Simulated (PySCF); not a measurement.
C3H6F4Si.
Structure used (GFN2-xTB), in Å, numbered top down from 1:
```
atom  x, y, z in Å
F1    -0.252    1.505    0.850
C2    -0.532    0.565   -0.113
C3     0.354   -0.651    0.049
Si4    2.210   -0.186   -0.013
C5    -2.019    0.209    0.017
F6    -2.378   -0.645   -0.956
F7    -2.313   -0.381    1.178
F8    -2.816    1.276   -0.097
H9    -0.395    1.058   -1.084
H10    0.103   -1.360   -0.739
H11    0.119   -1.126    1.002
H12    2.951   -1.439    0.103
H13    2.511    0.723    1.087
H14    2.456    0.451   -1.308
```

The calculation used PySCF 2.14.0, density-fitted response routines, TDDFT B3LYP/def2-SVPD, vertical, gas phase, core orbitals frozen in the response.

Kohn–Sham orbitals with the atoms that hold most of them (Löwdin shares over 4%, at most four atoms; ? is withheld):

```
orbital  ε (eV)                              atoms
 HOMO-3  -10.42     F1 38%, C2 18%, C3 11%, H9 10%
 HOMO-2   -9.83   Si4 35%, H12 25%, H13 18%, C3 8%
 HOMO-1   -9.80   Si4 36%, H14 27%, H13 16%, C3 8%
   HOMO   -9.18      C3 33%, Si4 22%, C2 9%, C5 6%
   LUMO       ?                                  ?
 LUMO+1    0.39  Si4 42%, H12 12%, H13 10%, H14 8%
 LUMO+2    0.60   Si4 37%, H14 12%, H13 10%, C2 8%
```

(1) Which atoms hold the LUMO, and with what shares?

(2) What is the LUMO energy, and the HOMO–LUMO gap?

## Answers

(1) Si4 (bonded to C and 3 H) 31%; C3 (bonded to C, Si and 2 H) 11%; H14 (bonded to Si) 9%; H12 (bonded to Si) 8%. By element: silicon 31%, hydrogen 17% or more, carbon 11% or more.

(2) ε(LUMO) = -0.08 eV; the gap is 9.09 eV (0.3342 hartree).

**Question.** How does S1 compare with the orbital gap of 9.09 eV?

**Answer.** S1 is at 8.20 eV (f = 0.016), 0.90 eV below the gap, made of HOMO→LUMO (98%). Without the coupling terms of the response equations the lowest excitation would equal the gap.

Next come S2 at 8.61 eV (f 0.055), HOMO→LUMO+2 (44%), HOMO→LUMO+1 (33%), HOMO-1→LUMO (10%); S3 at 8.70 eV (f 0.014), HOMO-1→LUMO (68%), HOMO-2→LUMO (19%); S4 at 8.76 eV (f 0.086), HOMO-2→LUMO (57%), HOMO→LUMO+1 (18%), HOMO-1→LUMO (14%); S5 at 8.91 eV (f 0.140), HOMO→LUMO+2 (46%), HOMO→LUMO+1 (38%).

Time: 93 s of wall time (grids of density and orbitals included); peak memory 0.86 GiB. Hardware: one thread of an Arm Neoverse N1, no GPU, on a shared host.

One conformer stands for the species.
